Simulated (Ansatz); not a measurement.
Na₁₃⁺ (started as a model of: Na13 cuboctahedron) was relaxed with PBE (def2-SVP) in Ansatz in these states: charge +1 singlet, charge +1 triplet. The geometries follow in no particular order.

A:

```xyz
13

Na    1.940   -3.185   -1.470
Na   -0.234   -0.745   -3.266
Na    0.427   -2.757    1.886
Na   -2.447   -2.197   -0.551
Na    3.273   -0.125   -2.315
Na    3.661   -1.338    0.899
Na    2.542    2.155    0.521
Na   -3.626    1.275   -0.928
Na   -0.434    2.803   -1.758
Na    0.046   -0.025   -0.015
Na   -3.236    0.060    2.289
Na    0.205    0.868    3.205
Na   -2.118    3.211    1.501
```

B:

```xyz
13

Na    0.820    1.451   -3.459
Na   -1.949    2.338   -1.203
Na   -0.615   -1.859   -2.634
Na   -3.651   -0.924   -0.788
Na    1.485    3.515   -0.547
Na    2.984   -1.140   -2.124
Na    3.648    0.919    0.788
Na   -2.988    1.132    2.129
Na    0.603    1.876    2.617
Na    0.001   -0.007    0.000
Na   -1.478   -3.509    0.546
Na    1.953   -2.344    1.214
Na   -0.812   -1.448    3.462
```

Problem. Judge from the bond lengths which geometry belongs to which state (an estimate).

Solution. A is the charge +1 triplet (Na5–Na9 4.757 Å, Na6–Na12 4.704 Å, Na3–Na11 4.638 Å); B is the charge +1 singlet (Na5–Na9 3.671 Å, Na6–Na12 3.695 Å, Na3–Na11 3.685 Å).

The restricted singlet is unstable towards broken spin symmetry in Hartree–Fock (as tested in another run); at PBE/def2-SVP this wasn't settled. At PBE0/def2-TZVP a triplet lies 0.36 eV below the charge +1 singlet.
